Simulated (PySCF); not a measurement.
C4H12Mo, SMILES [CH3][Mo]([CH3])([CH3])[CH3], multiplicity 1.

The structure is a stationary point at B3LYP-D3(BJ)/def2-SVP. The spin state was assumed, not searched. The def2 effective core potentials stand for the cores of Mo; spin–orbit coupling is left out.

All values below come from PySCF with B3LYP-D3(BJ)/def2-SVP.

Frequencies are harmonic and unscaled.

Modes within 1.5 cm⁻¹ of each other (mostly degenerate sets) share a row, with their intensities summed.

Problem. Estimate the vibrational spectrum. (An estimate is asked for; the answer gives what the named calculation found.)

Solution. 
```tsv
mode	ν (cm⁻¹)	IR (km/mol)	moving atoms (share of kinetic energy)
1	85	3.1	C 68 %, H 18 %, Mo 14 %
2	106	0.0	C 63 %, H 37 %
3–4	136	1.3	C 47 %, H 36 %, Mo 17 %
5	146	0.0	C 58 %, H 42 %
6	249	0.0	H 100 %
7	252	0.0	H 98 %
8–9	257	10.6	H 97 %
10	265	4.3	H 86 %, C 9 %
11–12	397	39.0	H 71 %, C 22 %
13	428	0.0	H 61 %, C 39 %
14–16	578	61.1	C 53 %, H 37 %, Mo 10 %
17	591	0.0	C 66 %, H 34 %
18	645	40.9	C 52 %, H 29 %, Mo 19 %
19–20	691	69.5	H 78 %, C 18 %
21	760	0.0	H 78 %, C 22 %
22	1166	23.3	H 77 %, C 23 %
23–24	1172	6.9	H 77 %, C 23 %
25	1185	0.0	H 80 %, C 20 %
26	1341	0.0	H 95 %
27–28	1345	7.4	H 94 %
29	1348	0.0	H 96 %
30–31	1419	22.7	H 94 %
32–33	1425	5.8	H 94 %
34	2921	4.2	H 96 %
35–36	2924	5.6	H 96 %
37	2926	0.0	H 96 %
38–39	3035	25.8	H 92 %
40–41	3038	97.5	H 93 %
42	3070	0.0	H 90 %, C 10 %
43	3073	0.0	H 90 %, C 10 %
44–45	3077	45.8	H 90 %, C 10 %
```
